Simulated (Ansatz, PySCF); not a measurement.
Gas-phase reaction in SMILES: B=N (BNH2) [iminoborane] + 2 [H][H] (H2) → B (BH3) + N (NH3)
Structures are relaxed separately at B3LYP-D3(BJ)/def2-TZVP in Ansatz (a program for electronic structure).

Property: energy of full hydrogenation (enthalpy at 298 K, with B3LYP-D3(BJ) rigid-rotor harmonic-oscillator terms from PySCF), in eV. Correlated levels leave the core frozen unless marked. Spin-orbit coupling is left out. Non-relativistic. Basis-set limits of correlation are two-point, X^-3; Hartree-Fock from the larger set.

```json
[
 {"level": "HF/6-31G*", "program": "Ansatz", "energy of full hydrogenation (eV)": "-0.46"},
 {"level": "BLYP-D4/def2-TZVPD", "program": "Ansatz + dftd4", "energy of full hydrogenation (eV)": "0.31"},
 {"level": "PBE0-D3(BJ)/def2-TZVPD", "program": "Ansatz + dftd3", "energy of full hydrogenation (eV)": "-0.11"},
 {"level": "HSE06/def2-TZVPD", "program": "Ansatz", "energy of full hydrogenation (eV)": "-0.10"},
 {"level": "PBE-QIDH/def2-TZVPD", "program": "Ansatz", "energy of full hydrogenation (eV)": "-0.10"},
 {"level": "MP2/cc-pVDZ", "program": "Ansatz", "energy of full hydrogenation (eV)": "0.22"},
 {"level": "RI-MP2/aug-cc-pVQZ", "program": "Ansatz", "energy of full hydrogenation (eV)": "0.13"}
]
```

Question: What does CCSD(T)/CBS(aug-cc-pVTZ,aug-cc-pVQZ) (Ansatz) give?

Answer: 0.05 eV, so RI-MP2/aug-cc-pVQZ differs from it by 0.08 eV.
